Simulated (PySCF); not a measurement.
(F)3Sn-S-SiH3.
Cartesian coordinates in Å at the PBE0-D3(BJ)/def2-SVP level; atoms count from 1:
```xyz
9
F3H3SSiSn angstrom
Sn     1.5144   -0.1247    0.6951
F      1.2413   -1.2180   -0.8648
F      3.2358    0.6942    0.5339
F      1.7081   -1.3489    2.1546
S     -0.3251    1.3455    0.8147
Si    -1.5881    0.2872   -0.6287
H     -1.0555    0.4497   -2.0057
H     -1.7088   -1.1456   -0.2524
H     -2.8892    0.9913   -0.4722
```

Method used: PBE0-D3(BJ)/def2-SVP geometry optimisation, gas phase, def2 core potentials past Kr (PySCF).

Masses are those of the commonest isotopes; rigid-rotor values at the optimised geometry. 

Problem. What are A, B and C (MHz)?

Solution. Ia = 216.96, Ib = 555.16, Ic = 593.50 u·Å²; 505379 MHz·u·Å²/I gives A = 2329, B = 910.3, C = 851.5 MHz.

Problem. Classify the top.

Solution. A near-prolate asymmetric top. Ray's parameter κ = (2B − A − C)/(A − C) = -0.920; −1 is the prolate and +1 the oblate limit.

Problem. Is it planar, by Δ = Ic − Ia − Ib?

Solution. Not planar: Δ = Ic − Ia − Ib = -178.63 u·Å². For a rigid frame Δ = −2 Σ m c², so Σ m c² = 89.31 u·Å² lies off the ab plane: 3.05 from hydrogen and 86.27 from heavier atoms. The atom farthest from that plane is 1.67 Å away.

Problem. Where do the levels up to J = 5 lie, in K?

Solution. Above 0(0,0), as E/k:
J = 1: 1(0,1) 0.085, 1(1,1) 0.153, 1(1,0) 0.155
J = 2: 2(0,2) 0.254, 2(1,2) 0.319, 2(1,1) 0.327, 2(2,1) 0.532, 2(2,0) 0.532
J = 3: 3(0,3) 0.507, 3(1,3) 0.568, 3(1,2) 0.585, 3(2,2) 0.785, 3(2,1) 0.786, 3(3,1) 1.133, 3(3,0) 1.133
J = 4: 4(0,4) 0.844, 4(1,4) 0.901, 4(1,3) 0.929, 4(2,3) 1.124, 4(2,2) 1.125, 4(3,2) 1.471, 4(3,1) 1.471, 4(4,1) 1.958, 4(4,0) 1.958
J = 5: 5(0,5) 1.265, 5(1,5) 1.316, 5(1,4) 1.358, 5(2,4) 1.546, 5(2,3) 1.549, 5(3,3) 1.894, 5(3,2) 1.894, 5(4,2) 2.381, 5(4,1) 2.381, 5(5,1) 3.006, 5(5,0) 3.006
Those of J = 1 are B + C, A + C and A + B.

Problem. Which lines would a microwave search look for?

Solution. The dipole components are |μa| = 3.32 D, |μb| = 0.44 D, |μc| = 0.00 D. The squared components, which scale the intensities, stand as 1.00 : 0.02 : 0.00 (a : b : c). Some lines, for components of 0.1 D or more:

```csv
type,branch,"J(Ka,Kc)",MHz,lower level (cm⁻¹)
a,Q,"5(1,4) ← 5(1,5)",881,0.915
b,Q,"2(1,1) ← 2(0,2)",1538,0.176
b,Q,"3(1,2) ← 3(0,3)",1633,0.352
b,Q,"5(1,4) ← 5(0,5)",1938,0.879
a,R,"2(0,2) ← 1(0,1)",3522,0.059
a,R,"2(1,1) ← 1(1,0)",3583,0.108
b,Q,"2(2,0) ← 2(1,1)",4259,0.228
b,Q,"5(2,4) ← 5(1,5)",4793,0.915
b,Q,"4(3,1) ← 4(2,2)",7222,0.782
a,R,"5(2,4) ← 4(2,3)",8805,0.781
a,R,"5(1,4) ← 4(1,3)",8948,0.646
b,Q,"5(4,2) ← 5(3,3)",10134,1.317
b,R,"4(2,2) ← 3(1,3)",11596,0.395
b,Q,"5(5,0) ← 5(4,1)",13032,1.655
b,R,"4(3,2) ← 3(2,1)",14285,0.546
b,R,"5(3,2) ← 4(2,3)",16064,0.781
b,R,"4(4,1) ← 3(3,0)",17187,0.787
b,R,"5(4,2) ← 4(3,1)",18949,1.023
b,R,"5(4,1) ← 4(3,2)",18949,1.023
```

Problem. Estimate the classical rotational partition function at 10 K, 25 K and 298.15 K.

Solution. Point group C1, symmetry number σ = 1; q = (√π/σ)·√((kT/h)³/(ABC)), k/h = 20836.6 MHz/K: 3970 at 10 K, 15700 at 25 K, 646000 at 298.15 K.

Atoms past krypton carry def2 core potentials. PBE0-D3(BJ)/def2-SVP frequencies: not computed here. These are rigid-rotor constants of the computed structure; measured ground-state constants (B0) also hold zero-point vibration. A rigid rotor knows nothing of internal rotation, which can split or shift real lines.
